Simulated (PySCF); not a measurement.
input.py for CSe⁻

The script input.py:

```python
from pyscf import gto, dft

mol = gto.M(
    atom='C 0 0 0; Se 0 0 1.925',
    basis='cc-pvdz',
    charge=-1,
    spin=1,
    verbose=4,
)
mf = dft.UKS(mol, xc='o3lyp')
mf.kernel()
mf.analyze()
print('orbital energies (hartree):', [e[max(0, n-3):n+3].round(4) for e, n in zip(mf.mo_energy, mol.nelec)])
```

```bash
$ OMP_NUM_THREADS=1 python input.py
```

Output (some set-up lines and the per-cycle HOMO/LUMO lines with their warnings removed):

```
PySCF version 2.14.0

[INPUT] Symbol           X                Y                Z      unit          X                Y                Z       unit  Magmom
[INPUT]  1 C      0.000000000000   0.000000000000   0.000000000000 AA    0.000000000000   0.000000000000   0.000000000000 Bohr   0.0
[INPUT]  2 Se     0.000000000000   0.000000000000   1.925000000000 AA    0.000000000000   0.000000000000   3.637722789788 Bohr   0.0

nuclear repulsion = 56.0790394948987
number of shells = 11
number of NR pGTOs = 103
number of NR cGTOs = 41
basis = cc-pvdz
ecp = {}

******** <class 'pyscf.dft.uks.UKS'> ********
method = UKS
initial guess = minao
damping factor = 0
level_shift factor = 0
DIIS = <class 'pyscf.scf.diis.CDIIS'>
SCF conv_tol = 1e-09
SCF max_cycles = 50
number electrons alpha = 21  beta = 20
XC functionals = o3lyp
    W.-M. Hoe, A. J. Cohen, and N. C. Handy.,  Chem. Phys. Lett. 341, 319–328 (2001)

grids dens level: 3
tot grids = 34544
init E= -2439.05121442198

cycle= 1 E= -2439.99382651161  delta_E= -0.943  |g|= 0.193  |ddm|= 1.13
cycle= 2 E= -2439.93695316444  delta_E= 0.0569  |g|= 0.361  |ddm|= 0.585
cycle= 3 E= -2440.00351440635  delta_E= -0.0666  |g|= 0.159  |ddm|= 0.468
cycle= 4 E= -2440.02259090176  delta_E= -0.0191  |g|= 0.0197  |ddm|= 0.195
cycle= 5 E= -2440.02294977167  delta_E= -0.000359  |g|= 0.00396  |ddm|= 0.0243
cycle= 6 E= -2440.02298561003  delta_E= -3.58e-05  |g|= 0.00163  |ddm|= 0.0101
cycle= 7 E= -2440.02300071193  delta_E= -1.51e-05  |g|= 0.000735  |ddm|= 0.00826
cycle= 8 E= -2440.02300522533  delta_E= -4.51e-06  |g|= 0.000267  |ddm|= 0.00607
cycle= 9 E= -2440.02300554434  delta_E= -3.19e-07  |g|= 3.63e-05  |ddm|= 0.00173
cycle= 10 E= -2440.02300555024  delta_E= -5.9e-09  |g|= 1.29e-05  |ddm|= 0.000227
cycle= 11 E= -2440.02300555056  delta_E= -3.21e-10  |g|= 3.34e-06  |ddm|= 5.01e-05
Extra cycle  E= -2440.0230055505  delta_E= 6.09e-11  |g|= 1.05e-05  |ddm|= 1.51e-05
converged SCF energy = -2440.0230055505  <S^2> = 0.76271159  2S+1 = 2.0126714
**** SCF Summaries ****
Total Energy =                       -2440.023005550498510
Nuclear Repulsion Energy =              56.079039494898694
One-electron Energy =                -3517.028147303720289
Two-electron Energy =                 1020.926102258323112
Two-electron Coulomb Energy =         1114.090256587853901
DFT Exchange-Correlation Energy =      -93.164154329530803
**** MO energy ****
                             alpha | beta                alpha | beta
[10 lines left out]
MO #11  energy= -1.82800517391345  | -1.82832646580765  occ= 1 | 1
MO #12  energy= -1.8274697145211   | -1.82782113492834  occ= 1 | 1
MO #13  energy= -1.82350903522783  | -1.82281243426825  occ= 1 | 1
MO #14  energy= -1.82268989868415  | -1.82226324132689  occ= 1 | 1
MO #15  energy= -1.82167927402     | -1.82092443045704  occ= 1 | 1
MO #16  energy= -0.424903528303774 | -0.411837824822275 occ= 1 | 1
MO #17  energy= -0.236392422883191 | -0.203325206757059 occ= 1 | 1
MO #18  energy= -0.0212296803417327 | -0.010840234471998 occ= 1 | 1
MO #19  energy= -0.0173642364054329 | -0.000198505007545924 occ= 1 | 1
MO #20  energy= -0.0142523844933904 | 0.00789695391016609 occ= 1 | 1
MO #21  energy= 0.0940053420478202 | 0.16130511630128   occ= 1 | 0
MO #22  energy= 0.140302426035914  | 0.19529261193629   occ= 0 | 0
MO #23  energy= 0.278528600863439  | 0.291459257350954  occ= 0 | 0
MO #24  energy= 0.610634735797496  | 0.613149648899534  occ= 0 | 0
[17 lines left out]

To work with the spin densities directly, `use mulliken_meta_spin()` only printing them here.

 ** Mulliken spin pop alpha/beta on meta-lowdin orthogonal AOs **
 ** Mulliken Spin Density (per AO)  **
 ** Mulliken Spin Density (per atom)  **
spin density of  0 C =      0.95999
spin density of  1 Se =      0.04001
 ** Mulliken pop alpha/beta on meta-lowdin orthogonal AOs **
 ** Mulliken pop       alpha | beta **
pop of  0 C 1s        0.99996 | 0.99997
pop of  0 C 2s        0.92440 | 0.91125
pop of  0 C 3s        0.00685 | 0.00831
pop of  0 C 2px       0.79812 | 0.16000
pop of  0 C 2py       0.45413 | 0.17912
pop of  0 C 2pz       0.53913 | 0.51603
pop of  0 C 3px       0.00994 | 0.00065
pop of  0 C 3py       0.00417 | 0.00072
pop of  0 C 3pz       0.00092 | 0.00183
pop of  0 C 3dxy      0.00002 | 0.00020
pop of  0 C 3dyz      0.00080 | 0.00064
pop of  0 C 3dz^2     0.00191 | 0.00176
[29 lines left out]
In total            21.00000 | 20.00000
 ** Mulliken atomic charges   ( Nelec_alpha | Nelec_beta ) **
charge of  0C =     -0.52229  (     3.74114      2.78115 )
charge of  1Se =     -0.47771  (    17.25886     17.21885 )

WARN: System has nonzero charge -1; the dipole moment is origin-dependent.
Location of origin: [0. 0. 0.]

Dipole moment(X, Y, Z, Debye):  0.00000,  0.00000, -4.62186
orbital energies (hartree): [array([-0.0174, -0.0143,  0.094 ,  0.1403,  0.2785,  0.6106]), array([-1.080e-02, -2.000e-04,  7.900e-03,  1.613e-01,  1.953e-01,
        2.915e-01])]
```

In short: E(SCF) = -2440.023006 Eh, 11 cycles, ⟨S²⟩ = 0.763.

It ran on Arm Neoverse V1 (1 thread, shared host) in 5.4 s.

The basis has no diffuse functions, which an anion needs. The bond length is a typed value, not an optimised one. The dipole of an ion depends on the origin. No search for the lowest solution was made.
